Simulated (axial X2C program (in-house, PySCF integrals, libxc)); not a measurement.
## TaF⁺: properties at the nuclei

Calculated with an axial X2C code built on PySCF integrals: two-component X2C with atomic mean-field Coulomb and Gaunt terms, Gaussian nuclei, basis Ta dyall-cv3z, F dyall-av3z with contracted cores.

R = 1.768 Å (near the PBE0 minimum at charge 1 of the determinant lowest at the starting distance; the state shown can have its own minimum elsewhere).

Determinant lowest in the PBE0 search, Ω = 3/2 (⟨Sz⟩ = 1.49, ⟨Lz⟩ = 0.01 at PBE0), spin on the atoms Ta 1.51, F -0.03:

```json
{"level": "PBE0", "Eeff magnitude (GV/cm)": "13.3", "Ws magnitude Ta (kHz)": "7.81", "A∥/gI Ta (MHz)": "4590", "qzz Ta (a.u.)": "2.26", "A∥/gI F (MHz)": "6.75", "qzz F (a.u.)": "0.29"}
{"level": "HF", "Eeff magnitude (GV/cm)": "12.8", "Ws magnitude Ta (kHz)": "7.3", "A∥/gI Ta (MHz)": "4310", "qzz Ta (a.u.)": "0.14", "A∥/gI F (MHz)": "-6.45", "qzz F (a.u.)": "0.26"}
{"level": "PBE50", "Eeff magnitude (GV/cm)": "10.8", "Ws magnitude Ta (kHz)": "6.2", "A∥/gI Ta (MHz)": "4540", "qzz Ta (a.u.)": "1.57", "A∥/gI F (MHz)": "2.62", "qzz F (a.u.)": "0.31"}
{"level": "LDA", "Eeff magnitude (GV/cm)": "17", "Ws magnitude Ta (kHz)": "10.1", "A∥/gI Ta (MHz)": "4830", "qzz Ta (a.u.)": "3.27", "A∥/gI F (MHz)": "12.6", "qzz F (a.u.)": "0.25"}
{"level": "PBE", "Eeff magnitude (GV/cm)": "15", "Ws magnitude Ta (kHz)": "8.95", "A∥/gI Ta (MHz)": "4620", "qzz Ta (a.u.)": "2.84", "A∥/gI F (MHz)": "10.9", "qzz F (a.u.)": "0.28"}
```

Determinant 0.44 eV from it at PBE0 and this distance, Ω = 3/2 (⟨Sz⟩ = -1.46, ⟨Lz⟩ = 2.96 at PBE0), spin on the atoms Ta -1.46, F 0.00:

```
level  Eeff magnitude (GV/cm)  Ws magnitude Ta (kHz)  A∥/gI Ta (MHz)  qzz Ta (a.u.)  A∥/gI F (MHz)  qzz F (a.u.)
 PBE0                    21.7                   14.4           -3790          -3.86           58.3          0.48
   HF                    20.3                   13.5           -3630          -5.21             46          0.39
PBE50                    19.6                   13.1           -3830          -4.37           54.3          0.49
  LDA                    12.3                   7.87             310          -0.83           12.2          0.29
  PBE                    26.3                   17.4           -3590          -3.26           60.3          0.46
```

Eeff is the effective electric field on the electron electric dipole moment in this Ω state and Ws the scalar–pseudoscalar constant of the nucleus named (defined with the proton number Z and per Ω); A∥ (defined per Ω) follows by multiplying with gI = μI/(I μN); qzz is the electric field gradient, eQq0 = 234.96 MHz × Q/barn × qzz. The operators were transformed with the bare-nucleus X2C matrices; with these basis sets, hyperfine constants and field gradients can be off by tens of per cent, and where levels differ in sign neither size nor sign is settled.

Question: With gI(181Ta) = 0.6773 (g factors from the IAEA table of nuclear moments by Stone), turn the PBE0 values of the first state into constants in MHz.

Answer: A∥(181Ta) = 4590 × 0.6773 = 3110 MHz.

Each state is one determinant with collinear spin, which with several unpaired electrons need not be a pure state. Unrestricted Hartree–Fock can overshoot spin polarisation at the nuclei. This is the top spin component of a Σ state; components of lower Ω are not single determinants and can lie lower. With several open shells hyperfine constants can be off by a factor of several. Where Eeff spreads by more than a factor of two the levels disagree and none is to be relied on. States lie within half an eV, so the first need not be the ground state. Further determinants of the search, some of them spin-mixed, are not shown. Where a field gradient or hyperfine factor spreads by more than a factor of two over the levels, a constant derived from it is not to be relied on. PBE0 term energies can be off by some tenths of an eV.
